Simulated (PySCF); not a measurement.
# Static response to an electric field

Species: C₆H₄O₂.
SMILES with atom numbers: `[CH:1]#[C:2][C@@H:3]1[CH:4]=[CH:5][O:6][C:7]1=[O:8]` (hydrogens: H9 on C1; H10 on C3; H11 on C4; H12 on C5)

Geometry (GFN2-xTB, Å), atoms numbered from 1 in this order:
```
atom  x, y, z in Å
C1    -2.2985    1.1991   -0.4746
C2    -1.3581    0.6730    0.0444
C3    -0.1909    0.0400    0.6287
C4     1.1053    0.6286    0.1527
C5     1.7819   -0.3249   -0.4723
O6     1.1347   -1.5364   -0.4913
C7    -0.0552   -1.4133    0.1475
O8    -0.8215   -2.3150    0.2905
H9    -3.1381    1.6547   -0.9076
H10   -0.2895    0.0544    1.7204
H11    1.3905    1.6511    0.2911
H12    2.7405   -0.3119   -0.9554
```

Level: PBE0/def2-SVPD (PySCF), static field, nuclei fixed, core orbitals frozen in the response. The polarisability tensor in these axes (au):

```
x   81.85 -7.19 -0.61
y   -7.19 72.77 -0.66
z   -0.61 -0.66 53.23
```

Give the principal values, the mean and the anisotropy Δα = √{½[(α1 − α2)² + (α2 − α3)² + (α1 − α3)²]}.

Principal values 53.18, 68.86 and 85.81 au; mean 69.28 au = 10.27 Å³ = 11.42 × 10⁻⁴⁰ C²·m²/J; Δα = 28.27 au (41 % of the mean).

What is the dipole moment, and where does it point?

(1.92, 3.33, 0.18) D, 3.85 D in size, pointing from the negative to the positive side. Measured along this direction, the outermost atoms are O8 at the negative end and H11 at the positive end.

Find the Langevin capture rate constant for H3+ (3.023 u) meeting this molecule (108.021 u), k = 2.342 × 10⁻⁹ cm³/s × √(α in Å³ / reduced mass in u).

The reduced mass is 2.94 u, so k = 4.38 × 10⁻⁹ cm³/s. The formula leaves out the permanent dipole, which adds to the capture rate.

Sum over states: ᾱ = Σ f/ω², ω in Eh. What share falls to these 6 lowest TDDFT singlets (eV, f)? 5.34, 0.0019; 5.65, 0.0568; 6.20, 0.0083; 6.34, 0.0061; 6.62, 0.0028; 6.78, 0.0851.

They add up to 3.06 au, 4.4 % of the 69.28 au; the largest single term is 1.37 au, from the state at 6.78 eV. Terms in order: 0.05, 1.32, 0.16, 0.11, 0.05, 1.37 au. Higher excitations give the rest. The strengths listed sum to 0.161.

Molar refractivity from α?

Lorentz–Lorenz: R = (4π/3)N_A α = 2.5225 cm³/(mol·Å³) × 10.27 Å³ = 25.9 cm³/mol, in the limit of long wavelengths.

Directions of the eigenvectors, and the extent of the frame along each?

Largest value along (0.88, -0.48, -0.01), where the nuclei span 6.10 Å; middle along (0.48, 0.87, -0.06), 4.53 Å; least along (0.03, 0.05, 1.00), 2.64 Å. The response follows the extents in order.

Geometry: GFN2-xTB; no solvent, vibrations or thermal averaging.
